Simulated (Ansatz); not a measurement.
```yaml
crystal:
  periodic: [false, false, false]
  atoms:
    - {symbol: N, position_ang: [-1.353111, 0.856232, -0.305266]}
    - {symbol: C, position_ang: [0.056485, 0.612669, -0.088523]}
    - {symbol: Si, position_ang: [0.453778, -0.638969, 1.304027]}
    - {symbol: Si, position_ang: [0.732644, -0.984273, -0.898568]}
    - {symbol: H, position_ang: [-1.531541, 1.239535, -1.224797]}
    - {symbol: H, position_ang: [-1.735248, 1.491699, 0.383539]}
    - {symbol: H, position_ang: [0.743052, 1.466751, -0.135548]}
    - {symbol: H, position_ang: [1.599945, -0.302910, 2.183381]}
    - {symbol: H, position_ang: [-0.721908, -1.163689, 2.034694]}
    - {symbol: H, position_ang: [-0.249138, -1.748781, -1.700490]}
    - {symbol: H, position_ang: [2.070242, -0.885363, -1.531748]}
basis:
  gaussian: {orbitals: 6-31G, fitting: {mean_field: cc-pVTZ-jkfit}}
magnetization: {spin_polarized: true, initial_magnetization: 1}
hamiltonian: {xc: {name: PBE-QIDH}}
```

```sh
$ ansatz run in.yaml --threads 2 --pin off --events-out ev --progress --plain --max-ram 4352MiB
```

Task: How does Ansatz answer? (Best estimate.)

Result: Computed: The input was rejected before any iteration.
```
Error: a molecule whose nuclei and cores have a total charge of 48 cannot have a net charge of 0 together with 1 unpaired electrons
```
